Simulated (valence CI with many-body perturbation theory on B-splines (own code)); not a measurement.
Results of a calculation; reference values are marked as such.
## Ge25+: input, log and results

Method: valence CI with perturbative core correlation (CI+MBPT): five valence electrons over a frozen Dirac-Fock core [He], a basis of 9 s, 9 p, 8 d, 6 f, 3 g, 1 h functions for each j, with the one-electron correlation potential Σ1 (screened to all orders), the two-electron term Σ2, the three-electron term Σ3, Breit, model QED; selected single and double excitations, second order for the rest (own B-spline code, finite nucleus).

Command, and the settings that its task file holds:

```sh
python run_cv.py task.json out
```

```
atom Ge  Z=32  mass_number=74  rms_radius_fm=4.0742
core [He]
valence 2s2 2p3
avg = 1
basis = M
breit = 1
cap = 40000
capref = 1200
cscale = 1
de = 0.0
dress = 0
eps = 2e-08
h = 0.27
hh = 1
l2 = 3
lcore = 6
maxit = 60
n2 = 5
natural = 1
nlev = 45
nno = [5, 5, 5, 4, 2, 1]
nroot = 26
nsp = [4, 4, 3, 2, 1, 0]
pt2 = 1
qed = 1
rpa = 1
s1 = 1
s2 = 1
s3 = 1
screen = 1
tol = 2e-05
```

Task: Roughly how long does this run take on one core of Intel(R) Xeon(R) Platinum 8488C (Sapphire Rapids), and how much memory?

Result: 4 min on 1 thread of Intel(R) Xeon(R) Platinum 8488C (Sapphire Rapids) (shared host), peak memory 1.3 GiB.

Log. The first blocks belong to the next ion, which gives the ionisation energy. Fields: 2J, parity (1 odd), roots, reference size, generating configurations, candidates as configurations/state functions, variational space P, stored matrix elements, Davidson steps; e2 is the range of second-order energies in hartree. The first line gives the box (bohr), its intervals, the orbitals and the steps of their self-consistent field. Window is the range of levels sought, series limit the energy at which the first omitted orbital would enter, core excitation an estimate of the first excitation out of the core, left out the lowest levels not solved, and shifts from estimates the range by which levels moved from their first estimate, all in cm⁻¹.

```
rmax 3.2 intervals 58 orbitals 63 references ['2s2 2p3', '2s 2p4', '2p5'] scf 4 t 0.5
2J=0 par=0 roots 2 ref 28 generators 4 cand 3355/4621 P 2253/3144 nnz 1.3e+06 it 5
2J=0 par=0 roots 2 ref 28 generators 8 cand 5492/8570 P 2889/4057 nnz 1.8e+06 it 5
   second order: generators 14 cand 13649/23767 e2 -0.00003 -0.00002
reference levels 581, estimated 452, window 12512694 1/cm; series limit 17612746, core excitation 80804629
2J=3 par=1 roots 18 ref 87 generators 23 cand 28498/213619 P 2009/7999 nnz 5e+06 it 9
2J=3 par=1 roots 18 ref 87 generators 28 cand 34318/260309 P 7213/39999 nnz 8.2e+07 it 9
   second order: generators 66 cand 83181/817521 e2 -0.01177 -0.00079
2J=5 par=1 roots 11 ref 72 generators 18 cand 29111/257238 P 1847/7988 nnz 5.7e+06 it 7
2J=5 par=1 roots 11 ref 72 generators 22 cand 36078/375177 P 6293/39993 nnz 8.7e+07 it 8
   second order: generators 49 cand 74493/918229 e2 -0.01118 -0.00129
2J=1 par=1 roots 12 ref 58 generators 21 cand 25569/120525 P 2702/7997 nnz 4.2e+06 it 7
2J=1 par=1 roots 12 ref 58 generators 24 cand 30124/149691 P 9906/39997 nnz 7.1e+07 it 8
   second order: generators 57 cand 68892/419090 e2 -0.00234 -0.00018
2J=5 par=0 roots 16 ref 79 generators 22 cand 29954/260011 P 1953/7994 nnz 5.7e+06 it 8
2J=5 par=0 roots 16 ref 79 generators 26 cand 37536/399446 P 6467/39992 nnz 8.5e+07 it 9
   second order: generators 73 cand 100794/1328027 e2 -0.01096 -0.00298
2J=3 par=0 roots 19 ref 86 generators 22 cand 29281/215710 P 1912/7998 nnz 5.6e+06 it 8
2J=3 par=0 roots 19 ref 86 generators 28 cand 38560/325873 P 6969/40000 nnz 8e+07 it 9
   second order: generators 67 cand 93442/1017739 e2 -0.01034 -0.00191
2J=1 par=0 roots 14 ref 59 generators 23 cand 26316/121768 P 2794/8000 nnz 4.5e+06 it 8
2J=1 par=0 roots 14 ref 59 generators 28 cand 32612/158444 P 9963/39996 nnz 7e+07 it 10
   second order: generators 66 cand 73573/435209 e2 -0.00268 -0.00027
2J=7 par=1 roots 5 ref 44 generators 11 cand 23233/224248 P 1860/7981 nnz 5.5e+06 it 5
2J=7 par=1 roots 5 ref 44 generators 12 cand 24862/251244 P 6031/39995 nnz 9.1e+07 it 8
   second order: generators 31 cand 60482/835366 e2 -0.00453 -0.00185
2J=7 par=0 roots 7 ref 46 generators 12 cand 24020/226695 P 1840/7980 nnz 5.6e+06 it 7
2J=7 par=0 roots 7 ref 46 generators 15 cand 29144/378589 P 5742/39977 nnz 9.8e+07 it 8
   second order: generators 48 cand 80795/1310740 e2 -0.00639 -0.00221
2J=9 par=0 roots 3 ref 22 generators 5 cand 13566/126108 P 1817/7988 nnz 6.1e+06 it 5
2J=9 par=0 roots 3 ref 22 generators 6 cand 14933/174270 P 5441/39988 nnz 1.2e+08 it 6
   second order: generators 26 cand 58164/891922 e2 -0.00074 -0.00055
2J=9 par=1 roots 2 ref 17 generators 4 cand 12103/122151 P 1485/7989 nnz 7.8e+06 it 4
2J=9 par=1 roots 2 ref 17 generators 5 cand 15836/173141 P 4557/36806 nnz 1.3e+08 it 5
   second order: generators 12 cand 33489/438354 e2 -0.00084 -0.00033
2J=11 par=1 roots 1 ref 4 generators 1 cand 5485/57317 P 1535/7999 nnz 7.9e+06 it 5
2J=11 par=1 roots 1 ref 4 generators 2 cand 9763/130561 P 3671/29433 nnz 1e+08 it 5
   second order: generators 8 cand 22276/260758 e2 -0.00013 -0.00013
left out: unestimated 16138779, estimated 13198584, shifts from estimates -268 to 752
operators 0.2
```

The Davidson iterations converged.

No measured spectrum was set against this ion. As an estimate, levels of excited configurations hold to 0.05 to 0.15 % of their energy, terms of the ground configuration to about 0.5 %. Among the levels kept, up to 1700 cm⁻¹ of a level comes from second order outside the variational space, and about a tenth of that is noise between levels of different J, which matters for small intervals.

```yaml
Valence_energy: -531.6758 hartree
Ionisation_energy: "2574.3 eV (NIST: 2575 ± 19 eV (semi-empirical))"
Reference_configurations_for_the_orbitals: 2s2 2p3, 2s 2p4, 2p5
Radial_orbitals: 63
Box_radius: 3.242 bohr
Largest_variational_space: 40000
Lowest_levels: 2s2 2p3 4S°_3/2 0, 2s2 2p3 2D°_3/2 233780, 2s2 2p3 2D°_5/2 313670, 2s2 2p3 2P°_1/2 426680, 2s2 2p3 2P°_3/2 629880, 2s 2p4 4P_5/2 1081700, 2s 2p4 4P_3/2 1248900, 2s 2p4 4P_1/2 1272600, 2s 2p4 2D_3/2 1505000, 2s 2p4 2D_5/2 1569900, 2s 2p4 2S_1/2 1717600, 2s 2p4 2P_3/2 1788600, 2s 2p4 2P_1/2 2039400, 2p5 2P°_3/2 2744500 cm⁻¹
```

Names give the largest LS component (configuration and term), which can be under half, so a name can repeat, a term be missing and a line seem to break the LS rules; names also repeat where a configuration has a term twice.
